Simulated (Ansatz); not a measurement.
A structure relaxed at PBE-D4/def2-SVP in Ansatz, charge 0, singlet:

```xyz
16

Rb    5.899    0.615    2.632
Cl    4.918   -1.306    0.486
Rb    3.237   -3.834   -0.455
Cl    2.018   -5.425   -2.764
Cl    3.377    2.320    2.584
Rb    2.199    0.456    0.211
Cl    0.469   -2.226   -0.111
Rb   -0.692   -4.023   -2.538
Rb    0.690    4.018    2.545
Cl   -0.452    2.258    0.082
Rb   -2.180   -0.425   -0.251
Cl   -3.385   -2.334   -2.575
Cl   -2.033    5.388    2.795
Rb   -3.234    3.846    0.445
Cl   -4.912    1.317   -0.494
Rb   -5.919   -0.645   -2.591
```

(1) Give its formula.

(2) Summarise the bond lengths by kind (pairs closer than 1.2 times the sum of covalent radii, bridged metal pairs left out).

Results:

(1) Rb₈Cl₈ (started as a model of: 1x4x4 RbCl rock-salt block).

(2) 24 × Cl–Rb 3.04 to 3.25 Å.

In the def2 sets Rb takes a core potential; there is no spin–orbit coupling.
